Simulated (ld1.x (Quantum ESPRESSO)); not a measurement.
Values are calculated unless marked as measured or tabulated.
**Potentials for oxygen compared**

Generated with ld1.x 7.5 (TM, RRKJ, ultrasoft, PAW), atompaw 4.2 or ONCVPSP 4.0.1. The cutoff is in Ry: for ld1.x and atompaw files where the sum of valence levels is converged to 10 mRy in a Bessel basis, for ONCV files where the hardest occupied wave has 1 mHa per electron of residual kinetic energy. The error is the largest all-electron minus pseudo excitation energy over each file’s own four to seven test configurations (ionisations up to +4, promotions, holes and added fractions of an electron), all of which were solved. The labels leave out finer settings (local radius, basis sizes, second energies), which also bear on the numbers. Spin-polarised tests are not counted. The rows are a selection from randomly drawn settings: files with unsolved tests, undetermined cutoffs or missed reference levels are left out.

A true bound ghost makes a file unfit for plane-wave use even where its test errors are small: the radial tests pick states by their node count and pass the ghost by.

| potential | cutoff (Ry) | largest error (meV) | bound ghosts |
| --- | --- | --- | --- |
| TM semilocal, PBEsol, scalar-relativistic, rc 0.65/1.30/1.35 (spd), local p, core correction yes, reference 2s2 2p2 | 160 | +190 | none |
| ultrasoft, PBE, non-relativistic, rc 1.00/1.10 (sp), local smoothed, core correction yes, reference 2s2 2p4 | 55 | +155 | none |
| TM, PBEsol, non-relativistic, rc 0.76/1.60 (sp), local s, core correction no, reference 2s2 2p3 | 90 | +2249 | none |
| PAW, PBE, non-relativistic, rc 0.70/2.00 (sp), local smoothed, core correction yes, reference 2s2 2p3.5 | 70 | -72 | none |
| PAW, PBE, scalar-relativistic, rc 0.70/1.65 (sp), local smoothed, core correction yes, reference 2s2 2p4 | 70 | -32 | s |
| RRKJ, Wu–Cohen, non-relativistic, rc 0.95/1.30 (sp), local s, core correction no, reference 2s2 2p4 | 80 | +1810 | none |

Problem. Fill in the row for O: TM, BP86, non-relativistic, rc 0.80/1.75 (sp), local p, core correction no, reference 2s1 2p5.

Solution. cutoff 70 Ry, largest error +4800 meV, bound ghosts: none.
